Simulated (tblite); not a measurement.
CH₄OZn, charge -1, doublet, at a GFN2-xTB geometry (such geometries of metal compounds can be far from the true shape) (a state made from the parent by changing its charge; the spin is typed, not shown lowest); GFN1-xTB in tblite.

Here is a job for tblite.
```
$ tblite run mol.xyz --method gfn1 --charge -1 --spin 1 --efield 0,0,0.1 --json tblite.json --no-restart

# file mol.xyz
7

Zn     0.02861537     0.13070529     0.46453248
C     -0.21930429     1.47878168    -1.45360347
H     -0.98120992     2.26356288    -1.36154620
H     -0.51280517     0.84412804    -2.29240487
H      0.71295866     1.98009758    -1.74077439
O      0.12606942    -1.90275807    -0.04415482
H      0.22986553    -2.65957263     0.53361042
```

Task: Write the output that tblite gives for this input, abridged.

Result: 
```
xTB calculator
 | screened Coulomb repulsion
 | Coulomb electrostatics
 |  * isotropic Klopman-Ohno-Mataga-Nishimoto electrostatics
 |  * onsite third-order electrostatics
 | DFT-D3(BJ) dispersion correction
 | Interactions (1)
 | [1] electric field

halogen bonding energy    0.0000000000000E+00 Eh
repulsion energy          6.7236993376024E-02 Eh
dispersion energy        -1.3020879231113E-03 Eh
interaction energy        0.0000000000000E+00 Eh
number of electrons       1.7000000000000E+01 e
integral cutoff           3.9672993110968E+01 bohr

------------------------------------------------------------
  cycle        total energy    energy error   density error
------------------------------------------------------------
      1     -9.779551339170  -9.8454862E+00   4.0296038E-01
      2     -9.908063144357  -1.2851181E-01   2.3899645E-01
      3     -9.914421582492  -6.3584381E-03   9.9333437E-02
      4     -9.914454841232  -3.3258739E-05   2.7143490E-02
      5     -9.915006895011  -5.5205378E-04   1.3284123E-02
      6     -9.915458513282  -4.5161827E-04   3.4910902E-03
      7     -9.915493651574  -3.5138292E-05   6.3593508E-04
      8     -9.915494677520  -1.0259458E-06   2.1967161E-04
      9     -9.915494788368  -1.1084784E-07   1.1062432E-04
     10     -9.915494824623  -3.6255225E-08   2.7015488E-05
     11     -9.915494826901  -2.2773836E-09   7.6601565E-08
------------------------------------------------------------

electronic energy        -9.9814297323534E+00 Eh
total energy             -9.9154948269005E+00 Eh

Post processing:
 | Mayer-Wiberg bond orders

[Info] JSON dump of results written to 'tblite.json'
```
